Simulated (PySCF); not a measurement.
# Converging GaC in the basis (PBE0)

PySCF, UKS reference; quartet, unpaired electrons σ ↑, π ↑↑; De to Ga + C without counterpoise correction.

| basis | relativity | functions | Re (Å) | ωe (cm⁻¹) | De (eV) | μ (D) |
| --- | --- | --- | --- | --- | --- | --- |
| cc-pVDZ-PP/cc-pVDZ | scalar-relativistic core potentials | 37 | 2.018 | 530 | 3.20 | -2.05 |
| def2-SVP | no relativity | 46 | 2.001 | 556 | 3.34 | -1.88 |
| def2-SVPD | no relativity | 58 | 2.004 | 550 | 3.37 | -2.03 |
| cc-pVTZ-PP/cc-pVTZ | scalar-relativistic core potentials | 69 | 2.001 | 543 | 3.28 | -2.11 |
| x2c-TZVPPall | spin-free X2C | 79 | 1.997 | 545 | 3.31 | -2.15 |

Problem. How does each smaller set differ from the one with most functions, x2c-TZVPPall?

Solution. cc-pVDZ-PP/cc-pVDZ: +2.1 pm, -2.8 % in ωe, -0.11 eV in De; def2-SVP: +0.4 pm, +2.0 % in ωe, +0.03 eV in De; def2-SVPD: +0.7 pm, +0.9 % in ωe, +0.06 eV in De; cc-pVTZ-PP/cc-pVTZ: +0.4 pm, -0.4 % in ωe, -0.03 eV in De. All at PBE0; the set with most functions is neither the basis-set limit nor always the best. The rows treat relativity differently, so the differences are not basis effects alone.

A positive dipole means Ga(−)C(+). Spin–orbit coupling is left out. The state is the lowest determinant that a PBE0 search found; another state may lie lower at other levels.
